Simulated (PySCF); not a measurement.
C2H5FO2Si, SMILES CC(=O)O[SiH2]F. Atoms are numbered in the order given.

```xyz
11

Si     0.3883    -1.2816     0.0000
F     -0.7186    -2.4631     0.0000
O     -0.5681     0.1340     0.0000
C      0.1037     1.3030     0.0000
C     -0.7979     2.5041     0.0000
O      1.3138     1.3238     0.0000
H      1.1674    -1.3826     1.2500
H      1.1674    -1.3826    -1.2500
H     -1.4519     2.4736     0.8850
H     -0.1991     3.4221     0.0000
H     -1.4519     2.4736    -0.8850
```

Coordinates come from a B3LYP-D3(BJ)/def2-SVP optimisation. The values are those of a single conformer.

Computed with PBE0/def2-TZVP run with PySCF.

Symmetry labels are those of the subgroup Cs that the program uses (full group Cs).

Question: List the valence orbital energies around the gap with their symmetry. (Estimate from the structure and the level; the computed values follow.)

Answer: 
```
orbital  symmetry  energy (eV)
-------  --------  -----------
HOMO−7         A'       -12.70
HOMO−6         A'       -12.19
HOMO−5         A'       -11.80
HOMO−4         A"       -11.52
HOMO−3         A'       -10.45
HOMO−2         A"       -10.11
HOMO−1         A"        -9.44
HOMO           A'        -8.46
LUMO           A"        -0.28
LUMO+1         A'         0.49
LUMO+2         A'         0.65
LUMO+3         A'         1.55
```
